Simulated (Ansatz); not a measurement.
Coupled-cluster run, `OC1(I)C[SiH2]1`.

```yaml
crystal:
  periodic: [false, false, false]
  atoms:
    - {symbol: O, position_ang: [-0.736601, 0.764485, 1.471820]}
    - {symbol: C, position_ang: [0.181621, 0.358485, 0.543243]}
    - {symbol: I, position_ang: [2.245260, 0.676035, 1.153942]}
    - {symbol: C, position_ang: [-0.026141, -0.997691, -0.138040]}
    - {symbol: Si, position_ang: [-0.149838, 0.476110, -1.276573]}
    - {symbol: H, position_ang: [-0.733769, 0.138122, 2.207308]}
    - {symbol: H, position_ang: [-0.966103, -1.474612, 0.133643]}
    - {symbol: H, position_ang: [0.810677, -1.684763, -0.184625]}
    - {symbol: H, position_ang: [-1.499994, 0.881485, -1.717884]}
    - {symbol: H, position_ang: [0.957888, 0.811142, -2.189833]}
basis:
  gaussian: {orbitals: def2-TZVPP}
correlation: {method: ccsd_t}
```

```sh
$ ansatz run in.yaml --threads 4 --pin off --events-out ev --progress --plain --max-ram 10444MiB
```

Output of Ansatz, abridged:

```
Functional definition: HF
1699 factors; integrals over basis functions are off by at most 1.0e-3 eV
mean field evaluation 1: about -20108.3480 eV, gradient 3.7e1 eV
mean field evaluation 2: about -20108.6317 eV, gradient 3.7e1 eV
mean field evaluation 4: about -20112.0509 eV, gradient 4.3e0 eV
mean field evaluation 8: about -20112.1241 eV, gradient 4.2e-1 eV
mean field evaluation 16: about -20112.1251 eV, gradient 2.0e-6 eV
mean field -20112.12506207 eV, -739.1069635432 hartree, gradient 2.0e-6 eV, S^2 0.000000; 0 other end points of the search recorded, 0 dependent functions left out
12 core orbitals not correlated: weight in the atoms' cores, before any rotation towards them, 1.000 or more for the frozen orbitals, at most 0.000 for the correlated occupied ones
reference -20112.12506207 eV, -739.1069635432 hartree; 20, 20 occupied and 223, 223 virtual orbitals, 1699 factors
second order -32.59974414 eV of doubles, -0.00000000 eV of singles
cycle   1  -31.55899618 eV  change     1.0e0 eV  update   1.2e-1
cycle   2  -32.38848558 eV  change   -8.3e-1 eV  update   3.7e-2
cycle   3  -32.53585546 eV  change   -1.5e-1 eV  update   1.7e-2
cycle   4  -32.51054116 eV  change    2.5e-2 eV  update   4.8e-3
cycle   5  -32.50844579 eV  change    2.1e-3 eV  update   2.5e-3
cycle   6  -32.51080919 eV  change   -2.4e-3 eV  update   8.8e-4
cycle   7  -32.51020815 eV  change    6.0e-4 eV  update   4.1e-4
cycle   8  -32.50992667 eV  change    2.8e-4 eV  update   1.5e-4
cycle   9  -32.51004942 eV  change   -1.2e-4 eV  update   6.7e-5
cycle  10  -32.51004451 eV  change    4.9e-6 eV  update   2.8e-5
perturbative correction -1.17778464 eV, -0.0432827870 hartree
Total energy: -20145.81289122 eV, -740.3449684299 hartree
```

It took 4.4 min on 4 threads of an Arm Neoverse V1 on a shared host, with 6.3 GiB of host memory at the peak.

The correlation energy is -33.688 eV, 3.5 % of it from (T); the T1 diagnostic reads 0.0113.
